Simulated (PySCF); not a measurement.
Computed shifts of a molecule H10N2Si3, B3LYP/pcSseg-1 (PySCF), GIAO, gas phase, equivalent atoms averaged, in ppm (number of nuclei): ¹⁵N: 28.6 (1), 28.1 (1). ²⁹Si: -36.6 (1), -49.6 (1), -106.0 (1). ¹H: 5.19 (2), 5.14 (1), 5.01 (1), 3.65 (3), 0.85 (1), 0.62 (1), -0.08 (1). References: ¹⁵N against NH3 (σ = 265.5 ppm); ²⁹Si against TMS (σ = 338.7 ppm); ¹H against TMS (σ = 31.68 ppm), references at their B3LYP-D3(BJ)/def2-TZVP geometries, non-relativistic. Geometry: PBE0-D3(BJ)/def2-SVP. One conformer was computed; it need not be the lowest.

Problem. Which molecule gave these data?
A. N[SiH2][SiH2][SiH2]N
B. N[SiH2]N[SiH2][SiH3]
C. N[SiH2]N([SiH3])[SiH3]
D. N[SiH](N)[SiH2][SiH3]

Solution. B, N[SiH2]N[SiH2][SiH3]
